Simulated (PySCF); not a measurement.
Bond length, frequency and bond energy of AlBr⁻ by level of theory

State: ²Π (doublet), unpaired electrons π ↑. Set-up: basis Al def2-TZVPPD, Br def2-TZVPPD; no relativity; PySCF 2.14. De refers to Al + Br⁻ in their high-spin ground configurations, without counterpoise correction. The functionals are run spin-unrestricted. A positive dipole points towards Br; it is taken about the centre of mass and depends on that origin.

```json
{"Level": "UHF", "Re (Å)": "2.570", "ωe (cm⁻¹)": "218", "De (eV)": "n/a", "μ (D)": "4.44", "CPU s a point (SCF and correlation, without the integrals)": "1.9"}
{"Level": "UHF-MP2", "Re (Å)": "2.505", "ωe (cm⁻¹)": "251", "De (eV)": "1.38", "μ (D)": "n/a", "CPU s a point (SCF and correlation, without the integrals)": "3.5"}
{"Level": "UHF-SCS-MP2", "Re (Å)": "2.521", "ωe (cm⁻¹)": "244", "De (eV)": "1.29", "μ (D)": "n/a", "CPU s a point (SCF and correlation, without the integrals)": "n/a"}
{"Level": "UHF-CCSD", "Re (Å)": "2.516", "ωe (cm⁻¹)": "247", "De (eV)": "1.30", "μ (D)": "n/a", "CPU s a point (SCF and correlation, without the integrals)": "n/a"}
{"Level": "UHF-CCSD(T)", "Re (Å)": "2.511", "ωe (cm⁻¹)": "251", "De (eV)": "1.37", "μ (D)": "n/a", "CPU s a point (SCF and correlation, without the integrals)": "200"}
{"Level": "PBE", "Re (Å)": "2.529", "ωe (cm⁻¹)": "242", "De (eV)": "1.46", "μ (D)": "4.76", "CPU s a point (SCF and correlation, without the integrals)": "2"}
{"Level": "r²SCAN", "Re (Å)": "2.504", "ωe (cm⁻¹)": "252", "De (eV)": "1.51", "μ (D)": "5.01", "CPU s a point (SCF and correlation, without the integrals)": "2.8"}
{"Level": "TPSSh", "Re (Å)": "2.520", "ωe (cm⁻¹)": "245", "De (eV)": "1.45", "μ (D)": "4.83", "CPU s a point (SCF and correlation, without the integrals)": "3.9"}
{"Level": "B3LYP", "Re (Å)": "2.551", "ωe (cm⁻¹)": "227", "De (eV)": "1.22", "μ (D)": "4.44", "CPU s a point (SCF and correlation, without the integrals)": "3.4"}
{"Level": "PBE0", "Re (Å)": "2.510", "ωe (cm⁻¹)": "249", "De (eV)": "1.45", "μ (D)": "4.78", "CPU s a point (SCF and correlation, without the integrals)": "4"}
{"Level": "r²SCAN0", "Re (Å)": "2.499", "ωe (cm⁻¹)": "253", "De (eV)": "1.47", "μ (D)": "4.88", "CPU s a point (SCF and correlation, without the integrals)": "4.1"}
{"Level": "B97-3", "Re (Å)": "2.524", "ωe (cm⁻¹)": "242", "De (eV)": "1.34", "μ (D)": "4.76", "CPU s a point (SCF and correlation, without the integrals)": "2.3"}
{"Level": "LC-ωPBE", "Re (Å)": "2.495", "ωe (cm⁻¹)": "254", "De (eV)": "1.40", "μ (D)": "4.81", "CPU s a point (SCF and correlation, without the integrals)": "3.6"}
{"Level": "B2PLYP", "Re (Å)": "2.531", "ωe (cm⁻¹)": "237", "De (eV)": "1.27", "μ (D)": "4.53", "CPU s a point (SCF and correlation, without the integrals)": "3.8"}
```

The bond length runs from 2.495 Å (LC-ωPBE) to 2.570 Å (UHF). De spans 1.22 eV (B3LYP, global hybrid GGA) to 1.51 eV (r²SCAN, meta-GGA).

Correlated steps freeze 14 core orbitals. Spin–orbit coupling is left out. For an ion De counts to the pair picked by the measured ionisation energies or electron affinities, which need not be the lowest pair at this level. The highest Kohn–Sham level is positive in this anion. Much of that is self-interaction error, but it also means that the finite basis helps to hold the extra electron. B2PLYP dipoles, levels and charges come from its SCF part alone. The state was picked by a PBE0 search and need not be the measured ground state.

The whole job (state search and all levels along the bond) took about 19 min on 2 threads of Arm Neoverse V2 (shared host), peak memory 4.8 GiB.
